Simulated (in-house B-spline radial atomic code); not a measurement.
# Ionising the lead ion Pb⁺ with different functionals

Computed with an all-electron radial atomic-structure program (B-spline basis): scalar-relativistic (spin-free X2C) Hamiltonian, Fermi nucleus of rms radius 5.5012 fm, spin-polarised at highest spin, spherical fractional occupations for the functionals, and exact exchange of hybrids averaged over the configuration. The ionisation energy is the difference of two self-consistent energies, [Xe] 4f14 5d10 6s2 6p1 → [Xe] 4f14 5d10 6s2, without Breit or QED terms; ε is the level of the shell that loses the electron (its least bound occupied spin orbital). There is no spin-orbit coupling in this Hamiltonian.

| method | rung | ΔSCF (eV) | -ε(6p) (eV) |
| --- | --- | --- | --- |
| PBE0 | global hybrid | 13.71 | 11.19 |
| B3LYP | global hybrid | 13.86 | 11.05 |
| TPSSh | global hybrid | 13.54 | 10.54 |
| BHandHLYP | global hybrid | 13.75 | 12.02 |
| r2SCAN0 | global hybrid | ? | ? |
| B97-1 | global hybrid | 13.53 | 10.80 |
| HSE06 | range-separated hybrid | 13.74 | 10.81 |
| wB97X | range-separated hybrid | 13.65 | 13.22 |
| CAM-B3LYP | range-separated hybrid | ? | ? |
| LC-wPBE | range-separated hybrid | 13.82 | 13.71 |

Question: What does r2SCAN0 give?

Answer: ΔSCF 13.69 eV, and -ε(6p) = 11.31 eV.

Question: What does CAM-B3LYP give?

Answer: ΔSCF 13.94 eV, and -ε(6p) = 12.50 eV.

Question: Among the functionals, which spreads more, the ΔSCF values or the orbital energies?

Answer: The orbital energies: ΔSCF values span about 0.41 eV and the orbital energies 3.18 eV; here energy differences depend much less on the functional than eigenvalues do.

Question: How do they compare with the NIST value?

Answer: NIST lists 15.032 eV (measured, ground level to ground level). Errors run from -1.51 to -1.10 eV. The correlated functionals all miss on the same side by more than they spread, so the cause is common to them (spin-orbit coupling, Breit-QED terms, multiplet and fine-structure energies, or a listed next ion that isn't the cheapest removal here) and closeness doesn't rank the functionals.
